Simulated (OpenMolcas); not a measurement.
## Computed transition rates of As+

```json
{
  "Program": "OpenMolcas",
  "Method": "SS-CASPT2, IPEA 0.25 Eh, imaginary shift 0.1 Eh (closed shells correlated: 3d 4s)",
  "Basis": "ANO-RCC-VQZP [7s6p4d2f1g]",
  "Scalar Hamiltonian": "DKH2, point nucleus",
  "Active space": "2 electrons in 3 orbitals (4p)",
  "State averaging": "2S+1 = 3 even, 3 roots; 2S+1 = 1 even, 6 roots",
  "Spin-orbit coupling": "state interaction with AMFI integrals over the reference wave functions, term energies averaged over their components"
}
```

Rates come from the transition moments of the reference wave functions (E1 and E2 in the length form). At fixed line strength A goes as λ^-3 for E1 and M1 and as λ^-5 for E2, so a rate at the computed wavelength can be rescaled to the measured one. Measured vacuum wavelengths follow from level energies in NIST Handbook of Basic Atomic Spectroscopic Data. Branching counts decays inside the model space alone, at computed energies, and the table is only a selection of the E2 and M1 lines, drawn from those between levels with measured partners whose computed energy lies within a factor of 1.5 of the measured one.

```json
{"Upper": "4s2 4p2 1S0", "Lower": "4s2 4p2 3P1", "Type": "M1", "λ computed (nm)": "465.8", "λ measured (nm)": "464.4", "A computed (s-1)": "4.58e+00", "A rescaled (s-1)": "", "Branching %": "64.8"}
{"Upper": "4s2 4p2 1S0", "Lower": "4s2 4p2 1D2", "Type": "E2", "λ computed (nm)": "797", "λ measured (nm)": "799.8", "A computed (s-1)": "2.28e+00", "A rescaled (s-1)": "2.24e+00", "Branching %": "32.2"}
{"Upper": "4s2 4p2 1D2", "Lower": "4s2 4p2 3P2", "Type": "M1", "λ computed (nm)": "1318", "λ measured (nm)": "1324", "A computed (s-1)": "3.28e-01", "A rescaled (s-1)": "", "Branching %": "64.0"}
{"Upper": "4s2 4p2 1S0", "Lower": "4s2 4p2 3P2", "Type": "E2", "λ computed (nm)": "496.6", "λ measured (nm)": "498.6", "A computed (s-1)": "2.11e-01", "A rescaled (s-1)": "", "Branching %": "3.0"}
{"Upper": "4s2 4p2 1D2", "Lower": "4s2 4p2 3P1", "Type": "M1", "λ computed (nm)": "1121", "λ measured (nm)": "1107", "A computed (s-1)": "1.81e-01", "A rescaled (s-1)": "", "Branching %": "35.3"}
{"Upper": "4s2 4p2 3P2", "Lower": "4s2 4p2 3P1", "Type": "M1", "λ computed (nm)": "7523", "λ measured (nm)": "6767", "A computed (s-1)": "3.12e-02", "A rescaled (s-1)": "4.29e-02", "Branching %": "99.9"}
{"Upper": "4s2 4p2 3P1", "Lower": "4s2 4p2 3P0", "Type": "M1", "λ computed (nm)": "10790", "λ measured (nm)": "9403", "A computed (s-1)": "1.43e-02", "A rescaled (s-1)": "2.16e-02", "Branching %": "100.0"}
{"Upper": "4s2 4p2 1D2", "Lower": "4s2 4p2 3P2", "Type": "E2", "λ computed (nm)": "1318", "λ measured (nm)": "1324", "A computed (s-1)": "2.65e-03", "A rescaled (s-1)": "", "Branching %": "0.5"}
```

Spin-changing lines and M1 lines between different terms are not rescaled, since their strength hangs on the term gaps too.

The largest correction is for 4s2 4p2 3P1 → 4s2 4p2 3P0 (M1): 1.43e-02 × (10790 / 9403)^3 = 2.16e-02 s-1, a factor of 1.51.

No measured rate stands beside these. Rescaling mends the energy factor alone: line strengths can still be far off where a level mixes with configurations outside the active space, and weak or spin-changing lines hang on small mixing coefficients that depend on the term gaps too, so rescaling need not improve them.

CASPT2 breaks the degeneracy within a term, and the mean is taken; among the terms shown or strongly mixed into the levels shown the widest spread is 90 cm-1 (4s2 4p2 1D). With the s shell closed, the reference lacks s² → p² mixing. Measured partners are found by configuration, term and J. A level has none where our copy of the source lacks it or the pairing is in doubt (some pairs that miss far off the trend of their configuration count as doubtful). Only configurations of the active space appear.
